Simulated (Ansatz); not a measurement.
Mulliken charges of GaH$_{6}$OPSi (`OP[SiH2][GaH2]`) from ωB97M-V/def2-TZVPP in Ansatz (PBE0-D4/def2-TZVP geometry).

```json
{"atom": "O1", "x (Å)": "-0.353", "y (Å)": "1.309", "z (Å)": "-0.625", "charge (e)": "-0.321"}
{"atom": "P2", "x (Å)": "-1.061", "y (Å)": "-0.087", "z (Å)": "-1.360", "charge (e)": "0.030"}
{"atom": "Si3", "x (Å)": "0.047", "y (Å)": "-1.455", "z (Å)": "0.100", "charge (e)": "-0.012"}
{"atom": "Ga4", "x (Å)": "1.000", "y (Å)": "0.613", "z (Å)": "0.954", "charge (e)": "0.153"}
{"atom": "H5", "x (Å)": "-0.105", "y (Å)": "1.967", "z (Å)": "-1.281", "charge (e)": "0.202"}
{"atom": "H6", "x (Å)": "-2.267", "y (Å)": "-0.053", "z (Å)": "-0.609", "charge (e)": "0.072"}
{"atom": "H7", "x (Å)": "0.893", "y (Å)": "-2.399", "z (Å)": "-0.682", "charge (e)": "-0.015"}
{"atom": "H8", "x (Å)": "-0.927", "y (Å)": "-2.261", "z (Å)": "0.888", "charge (e)": "-0.008"}
{"atom": "H9", "x (Å)": "0.386", "y (Å)": "1.280", "z (Å)": "2.235", "charge (e)": "-0.051"}
{"atom": "H10", "x (Å)": "2.387", "y (Å)": "1.086", "z (Å)": "0.380", "charge (e)": "-0.048"}
```

Problem. By hand: the dipole of these point charges (1 e Å = 4.8032 D).

Solution. Σ q r = (-0.091, 0.019, -0.127) e Å, of length 0.157 e Å = 0.75 D.

Problem. How does the dipole of the full density compare? (An estimate is asked.)

Solution. Computed: (-0.149, 0.119, -0.277) e Å, 1.62 D; the point charges give 0.46 times that, at 16° from its direction.

Point charges leave out the atoms' own dipoles, such as those of lone pairs, and Mulliken's split depends on the basis, so the two needn't agree.
